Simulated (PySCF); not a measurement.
Spectroscopy problems

- GFN2-xTB structure
- shielding tensors at PBE0/pcSseg-1 (GIAO)
- run in PySCF 2.14
- gas phase, one averaged value for each set of equivalent atoms, one computed conformer, non-relativistic

Scale: TMS for ¹H (σ = 31.72 ppm) and ¹³C (σ = 186.93 ppm) (reference shieldings calculated alike). Splittings of carbon signals by F and P are missing where no couplings were computed. Where no couplings were computed, multiplicities follow the n + 1 count of equivalent neighbours, and m marks all less simple cases (inequivalent or close neighbours, rings, F or P nearby). Shifts are as computed. Against solution values, carbons near 30 ppm lie about +3 ppm off and those near 130 ppm about +5 ppm. Of 1309 compounds with measured shifts, 239 miss one by over three times the rms of a fit or turn the order of signals round; such compounds aren't used in these exercises. OH and NH positions are gas-phase values without hydrogen bonding to other molecules.

Q: C5H9N3Si. ¹H NMR (300 MHz, computed): δ 9.01 (d, 2H), 7.25 (t, 1H), 5.27 (s, 2H), 2.98 (s, 3H), 1.29 (br s, 1H). ¹³C{¹H} NMR (computed): δ 182.7 (C), 161.1 (CH), 125.5 (CH), 31.3 (CH3). Give a structure.

A: `CN[SiH2]c1ncccn1`. The formula gives 4 degrees of unsaturation (1 ring in the answer). 4 carbon signals for 5 carbons: some carbons are equivalent by symmetry or fast rotation. Carbon types of the structure: 1 × C, 3 × CH, 1 × CH3, leaving 3 H on heteroatoms. δC 182.7: substituted aromatic carbon next to a ring nitrogen. δC 161.1: aromatic CH next to a ring nitrogen; the adjacent pyridine-type nitrogen withdraws density from it. δC 125.5: aromatic CH. δH 9.01: hydrogen on an aromatic CH next to a ring nitrogen; ring current plus the neighbouring ring nitrogen.

The shifts were computed for this structure.

Q: C6H14O2Si. ¹H NMR (300 MHz, computed): δ 5.02 (t, 2H), 3.69 (br s, 1H), 2.41 (t, 2H), 1.19 (s, 9H). ¹³C{¹H} NMR (computed): δ 226.1 (C), 47.8 (C), 31.0 (CH2), 28.3 (CH3). Identify the compound.

A: `CC(C)(C)C(=O)C[SiH2]O`. Rings plus π bonds: 1 (no ring in the answer). 4 carbon signals for 6 carbons: some carbons are equivalent by symmetry or fast rotation. Carbon types of the structure: 2 × C, 1 × CH2, 3 × CH3, leaving 3 H on heteroatoms. δC 226.1: ketone carbonyl carbon; the double bond to the heteroatom, with no lone-pair donor beside it, deshields it most. δC 47.8: quaternary sp3 carbon α to a carbonyl; α to the electron-withdrawing carbonyl group. δC 28.3: methyl carbon; saturated and bonded to C and H only. δH 3.69: hydrogen on an oxygen bonded to Si; exchangeable, gas-phase position.

This is the structure that produced the data.

Q: C4H12FNSi. ¹H NMR (500 MHz, computed): δ 5.04 (m, 1H), 4.87 (m, 1H), 4.39 (m, 1H), 2.66 (s, 6H), 1.61 (m, 3H). ¹³C{¹H} NMR (computed): δ 90.6 (CH), 41.4 (CH3), 20.2 (CH3). What is it?

A: SMILES C[C@@H](F)[SiH2]N(C)C. Rings plus π bonds: 0. 3 carbon signals for 4 carbons: some carbons are equivalent by symmetry or fast rotation. Carbon types of the structure: 1 × CH, 3 × CH3, leaving 2 H on heteroatoms. δC 90.6: sp3 CH bonded to F and Si; deshielded by the electronegative neighbour. δC 41.4: methyl carbon bonded to N; deshielded by the electronegative neighbour. δC 20.2: methyl carbon; aliphatic region, no heteroatom directly attached. δH 4.87: hydrogen on an sp3 CH bonded to F and Si; its carbon carries F, which withdraws density.

The data come from this structure; uniqueness wasn't tested.
